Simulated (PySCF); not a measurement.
**Electron correlation in S (sulfur, neutral)**

Starting occupation: [Ne] 3s2 3p4, 3p1/2 with m_j = -1/2, +1/2, 3p3/2 with m_j = +1/2, +3/2. Computed with PySCF 2.14 in x2c-SVPall-2c, with X2C-1e with screened-nucleus spin-orbit coupling, Gaussian nucleus. Frozen: [Ne]; 6 electrons correlated.

MP2 pair energies summed by pair of shells (mhartree):

```json
{"pair": "3p-3p", "energy": "-39.36", "share (%)": "45.5"}
{"pair": "3p-3s", "energy": "-39.25", "share (%)": "45.4"}
{"pair": "3s-3s", "energy": "-7.87", "share (%)": "9.1"}
```

Total MP2 correlation energy: -86.48 mhartree.

The GHF reference relaxed away from the jj start to a determinant that is no pure jj level (⟨S²⟩ = 2.00, ⟨J²⟩ = 6.01); the energies belong to that determinant.
